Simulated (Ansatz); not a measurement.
Steps of a relaxation of GeH₃NO, SMILES `[NH2][Ge][OH]` with RKS PBE-D4/def2-SVP.

```sh
$ ansatz run in.yaml --threads 4 --pin off --events-out ev --progress --plain --max-ram 10444MiB
```

```yaml
crystal:
  periodic: [false, false, false]
  atoms:
    - {symbol: N, position_ang: [-1.051300, -0.094400, -0.364300]}
    - {symbol: Ge, position_ang: [0.609000, -0.788600, -0.414500]}
    - {symbol: O, position_ang: [1.393600, -0.482700, 1.136800]}
    - {symbol: H, position_ang: [-1.438200, -0.189900, -1.327200]}
    - {symbol: H, position_ang: [-0.978900, 0.974500, -0.278300]}
    - {symbol: H, position_ang: [1.507800, 0.517100, 1.201100]}
basis:
  gaussian: {orbitals: def2-SVP}
hamiltonian: {xc: pbe, dispersion: d4}
relax: {f_tol: 0.03, max_steps: 200}
```

Positions (Å) and forces (eV/Å) along the path, 10 of 10 steps:

```xyz
6
step=1 energy=-60081.9540 eV
N    -1.051   -0.094   -0.364   -1.119    2.931   -0.557
Ge    0.609   -0.789   -0.414    1.224   -2.531   -1.796
O     1.394   -0.483    1.137    0.603    2.205    0.950
H    -1.438   -0.190   -1.327    0.000   -0.186    0.371
H    -0.979    0.975   -0.278   -0.560   -1.270    0.513
H     1.508    0.517    1.201   -0.148   -1.149    0.520
6
step=2 energy=-60082.4724 eV
N    -1.000   -0.062   -0.391    0.237    1.457   -0.601
Ge    0.621   -0.981   -0.433    0.091   -0.854    0.100
O     1.425   -0.426    1.100    0.185    1.289   -0.217
H    -1.434   -0.136   -1.330   -0.095   -0.023    0.293
H    -0.960    0.973   -0.184   -0.274   -0.936    0.190
H     1.391    0.568    1.190   -0.144   -0.933    0.234
6
step=3 energy=-60082.6769 eV
N    -0.927   -0.008   -0.453    0.769   -0.342   -0.408
Ge    0.594   -1.164   -0.372   -0.246    0.879    0.787
O     1.563   -0.355    1.008   -0.947    1.034   -0.467
H    -1.454   -0.080   -1.340    0.002    0.029    0.305
H    -0.959    0.966   -0.114   -0.003   -0.185    0.047
H     1.225    0.576    1.224    0.424   -1.414   -0.264
6
step=4 energy=-60082.7819 eV
N    -0.817    0.029   -0.600   -0.059    0.296    0.161
Ge    0.570   -1.160   -0.293   -0.079   -0.368   -0.421
O     1.577   -0.289    0.927    0.063   -0.128    0.087
H    -1.567   -0.087   -1.292    0.183   -0.207    0.082
H    -0.937    0.925   -0.115    0.029    0.071    0.023
H     1.216    0.517    1.327   -0.136    0.336    0.068
6
step=5 energy=-60082.7697 eV rejected
N    -0.784    0.049   -0.574    0.122    0.050    0.005
Ge    0.652   -1.124   -0.425   -0.194    0.145    0.303
O     1.504   -0.325    0.977    0.185   -0.102   -0.262
H    -1.618   -0.177   -1.126    0.118    0.101   -0.088
H    -0.817    1.013   -0.210   -0.104   -0.234    0.037
H     1.105    0.500    1.311   -0.127    0.040    0.004
6
step=6 energy=-60082.8115 eV
N    -0.802    0.035   -0.561    0.306   -0.105    0.099
Ge    0.598   -1.172   -0.351   -0.130    0.161    0.064
O     1.529   -0.312    0.957   -0.066    0.118   -0.005
H    -1.542   -0.104   -1.248   -0.126   -0.064   -0.143
H    -0.894    0.947   -0.103   -0.019    0.065    0.070
H     1.154    0.542    1.259    0.034   -0.176   -0.084
6
step=7 energy=-60082.8142 eV
N    -0.787    0.040   -0.563    0.152   -0.068    0.033
Ge    0.597   -1.178   -0.346   -0.104    0.098    0.015
O     1.523   -0.310    0.955    0.006    0.044    0.014
H    -1.535   -0.099   -1.244   -0.066   -0.048   -0.084
H    -0.891    0.940   -0.085   -0.007    0.043    0.047
H     1.135    0.543    1.236    0.019   -0.069   -0.025
6
step=8 energy=-60082.8131 eV rejected
N    -0.784    0.044   -0.566    0.122   -0.131    0.008
Ge    0.579   -1.189   -0.323   -0.034    0.063   -0.048
O     1.532   -0.306    0.948   -0.034    0.014    0.053
H    -1.514   -0.083   -1.269   -0.090   -0.072   -0.071
H    -0.918    0.921   -0.058    0.007    0.158    0.079
H     1.146    0.550    1.221    0.030   -0.032   -0.020
6
step=9 energy=-60082.8156 eV
N    -0.783    0.052   -0.570    0.033   -0.023    0.008
Ge    0.586   -1.173   -0.339   -0.004   -0.010   -0.009
O     1.530   -0.314    0.957   -0.007    0.000   -0.005
H    -1.530   -0.111   -1.252    0.000    0.027    0.017
H    -0.908    0.943   -0.077   -0.026   -0.004   -0.020
H     1.147    0.540    1.235    0.004    0.009    0.008
6
step=10 energy=-60082.8157 eV
N    -0.781    0.051   -0.571    0.003   -0.003    0.001
Ge    0.586   -1.174   -0.338   -0.005    0.007    0.000
O     1.530   -0.315    0.957   -0.004    0.000   -0.002
H    -1.530   -0.109   -1.251    0.005    0.000    0.004
H    -0.912    0.942   -0.079    0.000   -0.003   -0.002
H     1.150    0.541    1.237    0.001   -0.001   -0.001
```

Run time 6.5 s (4 threads of an Arm Neoverse V1 on a shared host); peak host memory 0.14 GiB.
